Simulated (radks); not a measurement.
The numbers below are computed, except where a source is named.
Problem. Radial electron density D(r) = 4 pi r^2 rho(r) of an atom or ion with 25 electrons. Code: a radial shooting solver on a logarithmic mesh with Libxc functionals. Model: non-relativistic Kohn-Sham, r2SCAN, spin-polarised, spherical densities, point nucleus; meta-GGA in the generalised Kohn-Sham scheme.

r (bohr),D(r) (e/bohr),spin D(r)
0.002015,0.6809,-0.0000239
0.002562,1.067,-0.0000374
0.003256,1.659,-0.0000581
0.00414,2.552,-0.0000894
0.005263,3.873,-0.000136
0.00669,5.778,-0.000202
0.008505,8.438,-0.000295
0.01081,11.99,-0.000419
0.01363,16.29,-0.000570
0.01733,21.45,-0.000751
0.02204,26.74,-0.000942
0.02801,31.18,-0.00111
0.03561,33.57,-0.00121
0.04527,33.08,-0.00110
0.05755,30.19,-0.000259
0.07316,27.18,0.00333
0.093,27.20,0.0161
0.1182,31.49,0.0557
0.1503,36.97,0.160
0.1911,37.60,0.393
0.2429,30.52,0.837
0.3088,20.54,1.54
0.3925,15.90,2.42
0.499,18.14,3.21
0.6293,20.36,3.45
0.8,17.31,2.98
1.017,10.66,2.06
1.293,4.853,1.13
1.644,1.682,0.464
2.089,0.4480,0.134
2.656,0.08561,0.0238
3.377,0.01005,0.00217

What is the nuclear charge?

Solution. Z = 28. The innermost maximum, from 1s, lies near 1/Z = 0.0357 bohr (found: 0.0386), and its height grows with Z. The density is that of the nickel ion Ni3+ in [Ar] 3d7; the configuration itself is not fixed sharply by these data, and Z only to about a unit. D(r) has 3 maxima, at r = 0.0386, 0.174, 0.629 bohr, and minima at 0.0825, 0.399 bohr, inside which lie 2.11, 10.78 electrons.
